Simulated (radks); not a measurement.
Values are calculated unless marked as measured or tabulated.
Valence configurations of W III (all share [Xe]). Level of theory: Dirac Kohn-Sham, BLYP, spin-unpolarised, spherical densities, finite nucleus; open shells fill j = l - 1/2 first; Fermi nuclear charge, rms radius 5.3658 fm (a radial shooting solver on a logarithmic mesh with Libxc functionals). Energies are relative to 4f14 5d4; eigenvalues in eV.

valence       E (eV)  e(4f5/2)  e(4f7/2)  e(5d3/2)  e(6p1/2)  e(6p3/2)
4f14 5d4       0.000   -49.749   -47.511   -20.040         -         -
4f13 5d4 6s1  33.555   -62.322   -59.991   -23.799         -         -
4f12 5d4 6s2  78.445   -75.921   -73.494   -27.927         -         -
4f14 5d2 6s2   3.502   -56.340   -54.098   -24.400         -         -
4f14 5d2 6p2  15.764   -58.592   -56.349   -26.253   -16.589         -
4f13 5d4 6p1  39.511   -63.457   -61.126   -24.764   -15.583         -
4f13 5d3 6s2  37.004   -65.903   -63.570   -26.179         -         -
4f14 5d3 6p1   7.013   -54.063   -51.823   -23.101   -15.243         -
4f14 6p4      42.233   -68.977   -66.726         -   -19.596   -17.911
4f13 6p5      97.771   -84.255   -81.908         -   -21.435   -19.500

NIST lists [Xe] 4f14 5d4 as the ground configuration; this level of theory agrees among the configurations tried. The energies are those of spherical spin-averaged densities, not of single terms.
